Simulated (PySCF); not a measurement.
Isomers of C4H12OSi, mass 104.066 u with the commonest isotopes. Computed with PySCF, PBE0-D3(BJ)/def2-SVP geometry optimisation, gas phase. One conformer each, none proved a minimum here; rigid rotors.

Question: Order these by out-of-plane moment Σ m c² = (Ia + Ib − Ic)/2, largest first.
A. `[CH3:1][O:2][CH2:3][C@H:4]([CH3:5])[SiH3:6]` with C1–O2–C3–C4 179°, O2–C3–C4–C5 72°
B. `[CH3:1][C:2]([CH3:3])([CH3:4])[SiH2:5][OH:6]` with C2–Si5–O6–H -77°
C. `[CH3:1][CH2:2][CH2:3][CH2:4][O:5][SiH3:6]` with C1–C2–C3–C4 177°, C2–C3–C4–O5 -62°, C3–C4–O5–Si6 172°
D. `[CH3:1][CH2:2][CH2:3][SiH2:4][O:5][CH3:6]` with C1–C2–C3–Si4 -178°, C2–C3–Si4–O5 59°, C3–Si4–O5–C6 -177°

Answer: B (59.18 u·Å²), A (29.29 u·Å²), D (14.93 u·Å²), C (14.48 u·Å²).

Question: Order these by rotational constant A, smallest first.
A. `[CH3:1][CH2:2][CH2:3][SiH2:4][O:5][CH3:6]` with C1–C2–C3–Si4 -178°, C2–C3–Si4–O5 59°, C3–Si4–O5–C6 -177°
B. `[CH3:1][C:2]([CH3:3])([CH3:4])[SiH2:5][OH:6]` with C2–Si5–O6–H -77°
C. `[CH3:1][CH2:2][CH2:3][CH2:4][O:5][SiH3:6]` with C1–C2–C3–C4 177°, C2–C3–C4–O5 -62°, C3–C4–O5–Si6 172°
D. `[CH3:1][O:2][CH2:3][C@H:4]([CH3:5])[SiH3:6]` with C1–O2–C3–C4 179°, O2–C3–C4–C5 72°

Answer: B (3799 MHz), D (3901 MHz), A (6234 MHz), C (8132 MHz).

Question: Order these by rotational constant C, smallest first.
A. `[CH3:1][C:2]([CH3:3])([CH3:4])[SiH2:5][OH:6]` with C2–Si5–O6–H -77°
B. `[CH3:1][O:2][CH2:3][C@H:4]([CH3:5])[SiH3:6]` with C1–O2–C3–C4 179°, O2–C3–C4–C5 72°
C. `[CH3:1][CH2:2][CH2:3][CH2:4][O:5][SiH3:6]` with C1–C2–C3–C4 177°, C2–C3–C4–O5 -62°, C3–C4–O5–Si6 172°
D. `[CH3:1][CH2:2][CH2:3][SiH2:4][O:5][CH3:6]` with C1–C2–C3–Si4 -178°, C2–C3–Si4–O5 59°, C3–Si4–O5–C6 -177°

Answer: C (972.1 MHz), D (1076 MHz), B (1429 MHz), A (1858 MHz).

```json
{"SMILES": "CCCCO[SiH3]", "point group": "C1", "Ia (u·Å²)": "62.15", "Ib (u·Å²)": "486.70", "Ic (u·Å²)": "519.88", "κ": "-0.98", "μa (D)": "0.14", "μb (D)": "0.72", "μc (D)": "0.55"}
{"SMILES": "COC[C@H](C)[SiH3]", "point group": "C1", "Ia (u·Å²)": "129.54", "Ib (u·Å²)": "282.74", "Ic (u·Å²)": "353.70", "κ": "-0.71", "μa (D)": "1.30", "μb (D)": "0.87", "μc (D)": "0.97"}
{"SMILES": "CC(C)(C)[SiH2]O", "point group": "–", "Ia (u·Å²)": "133.03", "Ib (u·Å²)": "257.34", "Ic (u·Å²)": "272.00", "κ": "-0.89", "μa (D)": "0.79", "μb (D)": "0.58", "μc (D)": "1.23"}
{"SMILES": "CCC[SiH2]OC", "point group": "C1", "Ia (u·Å²)": "81.07", "Ib (u·Å²)": "418.32", "Ic (u·Å²)": "469.54", "κ": "-0.95", "μa (D)": "0.25", "μb (D)": "0.10", "μc (D)": "0.18"}
```
